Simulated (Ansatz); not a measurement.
`C[O][Mo]([F])(=[S])([Cl])[Cl]` + `SBS` → `CSBS` + `[OH][Mo]([F])(=[S])([Cl])[Cl]`  (substitution at a C–O bond)

Calculated with Ansatz (gas phase, PBE0-D4/def2-TZVP geometries, no zero-point term in ΔE). CCSD(T)/CBS adds triple-zeta CCSD(T) − MP2 to the extrapolated MP2 energy (def2 sets, frozen cores). DFT in def2-TZVPP. B3LYP here is the variant with VWN-RPA as its local correlation; programs differ in this. def2 core potentials past Kr. For Mo outer-core shells are correlated without core-valence functions, which leaves a few kJ/mol of doubt a bond. One conformer a species, not always the lowest.

```csv
level,ΔE (kcal/mol),difference from CCSD(T)/CBS
PBE-D4,-3.6,-0.4
revPBE-D4,-4.0,-0.8
PBE0-D4,-3.9,-0.7
B3LYP-D4,-2.5,0.7
r2SCAN0-D4,-3.8,-0.6
BHLYP-D4,-2.6,0.6
PBE,-4.0,-0.8
BLYP,-2.8,0.4
r2SCAN,-3.6,-0.4
PBE0,-4.2,-1.0
B3LYP,-3.0,0.2
r2SCAN0,-4.0,-0.8
CAM-B3LYP,-2.8,0.4
LC-ωPBE,-4.5,-1.3
MP2/CBS(def2),-3.5,-0.3
CCSD/CBS(def2),-3.7,-0.5
CCSD(T)/CBS,-3.2,0
```

Largest T1 diagnostic among the species: 0.024, so the coupled-cluster value is less sure than usual.

Leaving LDA and LC-ωPBE aside and taking each functional with its dispersion term where it has one, the values, not all of them listed here, spread over 1.7 kcal/mol, from ωB97M-V to BLYP-D4. LDA lies +1.3 kcal/mol from PBE without D4. At CCSD(T), def2-SVP lies +5.9 kcal/mol from the extrapolated value and def2-TZVPP +1.1 kcal/mol.
